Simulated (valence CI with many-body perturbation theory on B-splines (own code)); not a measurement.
# E1 line list for W²⁵⁺

Level of theory: relativistic CI+MBPT: three valence electrons over a frozen Dirac-Fock core [Kr] 4d10, a basis of 8 s, 8 p, 9 d, 9 f, 6 g, 3 h, 2 i functions for each j, with the one-electron correlation potential Σ1, the two-electron term Σ2, the three-electron term Σ3, Breit, model QED; selected CI, second order for the rest (own B-spline code, finite nucleus).

No measured spectrum was set against this ion. As an estimate, terms of the open shell hold to a few per cent of their energy, and close levels can change places. Core correlation moves these levels by up to 48000 cm⁻¹, and in measured spectra 5 to 20 % of such shifts remained as error; rates that hang on mixing are uncertain with them.

Lines 101 to 150 of 154 in falling wavelength, among levels below 1031400 cm⁻¹, chosen from the strongest by gf and those to the six lowest levels. Wavelengths and rates use the calculated energies, so an error of 2000 cm⁻¹ moves a line at 110.3 Å by 0.22 % and its rate by three times that or more. Electric multipoles are in the length gauge, E1 and E2 with the static RPA response of the core. Weak lines are less certain than strong ones. Lines between different terms over intervals too small for the method are left out, as are lines whose strength nearly cancels. Where a level lies close to another of its J and parity, the split of strength between their lines is uncertain. The highest levels of a list are the least certain.

Names give the largest LS component (configuration and term), which can be under half, so a name can repeat, a term be missing and a line seem to break the LS rules; names also repeat where a configuration has a term twice. Letters in brackets count levels of one name in rising energy.

```
λ vac (Å)          Upper             Lower   A (s⁻¹)  S (a.u.) with core polarisation  S without
    110.3   4f²5s ⁴H_9/2       4f³ ⁴I°_9/2  2.92e+04                         1.94e-07   4.84e-08
    110.3   4f²5s ⁴P_3/2   4f³ ²D°_3/2 [a]  1.51e+05                         4.00e-07   2.79e-07
    110.2   4f²5s ⁴P_5/2   4f³ ²D°_5/2 [b]  2.37e+05                         9.38e-07   3.80e-07
    110.1  4f²5s ⁴H_11/2      4f³ ⁴I°_11/2  3.89e+04                         3.08e-07   1.91e-07
    109.9   4f²5s ⁴P_5/2       4f³ ⁴D°_3/2  3.98e+05                         1.57e-06   9.22e-07
    109.9  4f²5s ⁴H_13/2      4f³ ⁴I°_13/2  1.86e+04                         1.70e-07   1.19e-07
    109.8   4f²5s ²F_5/2       4f³ ⁴F°_3/2  5.18e+02                         2.03e-09   1.88e-08
    109.7   4f²5s ²H_9/2      4f³ ⁴I°_11/2  6.37e+04                         4.15e-07   2.39e-07
    109.5  4f²5s ²H_11/2   4f³ ²H°_9/2 [a]  9.79e+04                         7.61e-07   1.29e-06
    109.3   4f²5s ²P_1/2   4f³ ²D°_3/2 [a]  3.98e+05                         5.13e-07   2.75e-07
    109.3   4f²5s ²P_3/2   4f³ ²D°_5/2 [b]  8.75e+05                         2.25e-06   1.59e-06
    109.3   4f²5s ²G_9/2       4f³ ⁴F°_7/2  5.82e+04                         3.75e-07   3.27e-07
    109.1   4f²5s ⁴P_5/2   4f³ ²D°_5/2 [a]  3.78e+05                         1.45e-06   1.13e-06
    108.9   4f²5s ²D_5/2       4f³ ⁴S°_3/2  1.01e+06                         3.84e-06   2.46e-06
    108.8  4f²5s ²I_13/2      4f³ ²K°_13/2  2.30e+05                         2.05e-06   1.48e-06
    108.7  4f²5s ²I_11/2  4f³ ²H°_11/2 [a]  7.01e+04                         5.34e-07   6.31e-07
    108.7  4f²5s ²I_11/2      4f³ ²K°_13/2  5.58e+05                         4.25e-06   1.76e-06
    108.7   4f²5s ⁴P_1/2       4f³ ⁴S°_3/2  9.66e+05                         1.22e-06   4.65e-07
    108.7  4f²5s ²H_11/2      4f³ ⁴I°_13/2  3.18e+03                         2.42e-08   2.00e-08
    108.2   4f²5s ²D_5/2       4f³ ⁴F°_5/2  1.94e+03                         7.27e-09   4.92e-08
    108.2   4f²5s ²P_3/2   4f³ ²D°_5/2 [a]  1.10e+06                         2.76e-06   1.34e-06
    108.0   4f²5s ⁴P_5/2   4f³ ²D°_3/2 [a]  4.27e+05                         1.59e-06   9.58e-07
    108.0   4f²5s ²G_9/2   4f³ ²H°_9/2 [a]  2.32e+04                         1.45e-07   6.89e-08
    108.0   4f²5s ²D_3/2       4f³ ⁴F°_5/2  8.69e+04                         2.16e-07   7.94e-08
    107.9  4f²5s ⁴H_13/2      4f³ ⁴I°_11/2  9.69e+02                         8.40e-09   1.36e-08
    107.8   4f²5s ²F_7/2       4f³ ⁴F°_5/2  9.14e+02                         4.52e-09   2.01e-08
    107.7  4f²5s ⁴H_11/2       4f³ ⁴I°_9/2  7.74e+02                         5.73e-09   8.32e-09
    107.3   4f²5s ²F_7/2   4f³ ²H°_9/2 [a]  1.51e+05                         7.37e-07   4.25e-07
    107.3   4f²5s ⁴P_3/2       4f³ ⁴S°_3/2  1.41e+06                         3.45e-06   1.99e-06
    106.7   4f²5s ⁴P_3/2       4f³ ⁴F°_5/2  7.80e+04                         1.87e-07   9.55e-08
    106.6   4f²5s ²D_5/2       4f³ ⁴F°_3/2  1.09e+05                         3.93e-07   3.04e-07
    106.5   4f²5s ⁴F_7/2       4f³ ⁴I°_9/2  2.68e+04                         1.28e-07   7.37e-08
    106.5   4f²5s ⁴P_1/2       4f³ ⁴F°_3/2  3.73e+05                         4.44e-07   2.40e-07
    106.4   4f²5s ²P_1/2       4f³ ⁴S°_3/2  1.57e+05                         1.87e-07   1.08e-07
    106.2   4f²5s ⁴F_9/2       4f³ ⁴I°_9/2  3.84e+04                         2.28e-07   1.19e-07
    105.7   4f²5s ²G_7/2       4f³ ⁴I°_9/2  1.57e+05                         7.33e-07   3.56e-07
    105.5  4f²5s ²I_11/2   4f³ ²H°_9/2 [a]  6.51e+03                         4.54e-08   9.84e-08
    105.3   4f²5s ²G_9/2      4f³ ⁴I°_11/2  1.26e+04                         7.24e-08   2.53e-08
    105.2   4f²5s ⁴P_5/2       4f³ ⁴S°_3/2  5.44e+05                         1.88e-06   1.44e-06
    105.2   4f²5s ⁴P_3/2       4f³ ⁴F°_3/2  1.08e+05                         2.47e-07   1.17e-07
    104.9  4f²5s ²I_13/2      4f³ ⁴I°_13/2  7.04e+04                         5.61e-07   4.87e-07
    104.8  4f²5s ²I_11/2      4f³ ⁴I°_13/2  3.99e+04                         2.72e-07   1.08e-07
    104.6   4f²5s ⁴P_5/2       4f³ ⁴F°_5/2  1.76e+04                         5.96e-08   1.86e-08
    104.5  4f²5s ²H_11/2       4f³ ⁴I°_9/2  6.07e+03                         4.09e-08   9.66e-08
    104.3   4f²5s ²P_3/2       4f³ ⁴S°_3/2  1.33e+05                         2.99e-07   9.30e-08
    104.3   4f²5s ²P_1/2       4f³ ⁴F°_3/2  1.18e+06                         1.32e-06   9.43e-07
    103.7   4f²5s ²P_3/2       4f³ ⁴F°_5/2  3.42e+05                         7.55e-07   5.65e-07
    103.1   4f²5s ²G_9/2       4f³ ⁴I°_9/2  5.95e+03                         3.22e-08   2.17e-08
    103.1   4f²5s ⁴P_5/2       4f³ ⁴F°_3/2  1.64e+03                         5.31e-09   6.00e-09
    103.0  4f²5s ²I_13/2      4f³ ⁴I°_11/2  1.03e+04                         7.81e-08   1.37e-07
```
